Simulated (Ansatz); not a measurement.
Computed with Ansatz on PBE0-D4/def2-TZVP structures; ΔE is electronic, products minus reactants. CCSD(T)/CBS is the MP2 limit (def2-TZVPP, def2-QZVPP) plus CCSD(T) − MP2 in def2-TZVPP, frozen cores. DFT in def2-TZVPP. Elements past krypton have def2 core potentials. For I outer-core shells are correlated without core-valence functions, which leaves a few kJ/mol of doubt a bond. One conformer a species, not always the lowest.

Consider the substitution at a C–C bond: `N=C([SiH3])CI` + HI → `ICI` + `N=C[SiH3]`.

`N=C([SiH3])CI`:

Z-matrix (Å, degrees):
```
Si
C 1 1.905
H 1 1.487 2 109.4
H 1 1.483 2 109.8 3 -120.1
H 1 1.482 2 108.0 3 119.7
C 2 1.495 1 120.4 3 20.6
N 2 1.270 1 115.9 3 -159.6
I 6 2.150 2 109.5 1 63.4
H 6 1.090 2 112.6 1 -178.1
H 6 1.089 2 112.4 1 -52.3
H 7 1.025 2 111.9 1 -178.2
```

HI:

```xyz
2

I    -0.464   -0.656   -0.042
H     0.464    0.656    0.042
```

`ICI`:

Z-matrix (Å, degrees):
```
C
I 1 2.122
I 1 2.122 2 115.2
H 1 1.084 2 107.5 3 119.8
H 1 1.084 2 107.5 3 -119.8
```

`N=C[SiH3]`:

Z-matrix (Å, degrees):
```
Si
C 1 1.889
H 1 1.488 2 108.9
H 1 1.481 2 109.8 3 -121.3
H 1 1.488 2 108.9 3 117.3
N 2 1.269 1 119.7 3 121.5
H 2 1.102 1 118.3 3 -58.6
H 6 1.023 2 111.5 1 180.0
```

**Question.** Is it downhill or uphill in electronic energy at CCSD(T)/CBS, and by how much? (An estimate is asked.)

**Answer.** The calculation gave: Uphill: ΔE = +0.40 eV.

**Question.** What do these levels give: r2SCAN-D4, PBE0-D4, ωB97X-V, ωB97M-V, MP2/def2-QZVPP, SCS-MP2/def2-QZVPP? (Estimate.)

**Answer.** The calculation gave: r2SCAN-D4 0.49, PBE0-D4 0.48, ωB97X-V 0.46, ωB97M-V 0.46, MP2/def2-QZVPP 0.41, SCS-MP2/def2-QZVPP 0.37 eV.

Largest T1 diagnostic among the species: 0.012.

In def2-TZVPP, CCSD(T) changes the Hartree–Fock value by +0.07 eV (the triples alone add +0.01 eV) and MP2 by +0.06 eV. The D4 term adds +0.08 eV with B3LYP and +0.05 eV with PBE0; it sums over pairs of atoms, weighted by their polarisabilities, and B3LYP, whose exchange is more repulsive, gets the larger term. From PBE to PBE0 (25 % exact exchange), in def2-TZVPP and without D4, ΔE moves by +0.03 eV.

B3LYP here is the variant with VWN-RPA as its local correlation; programs differ in this.
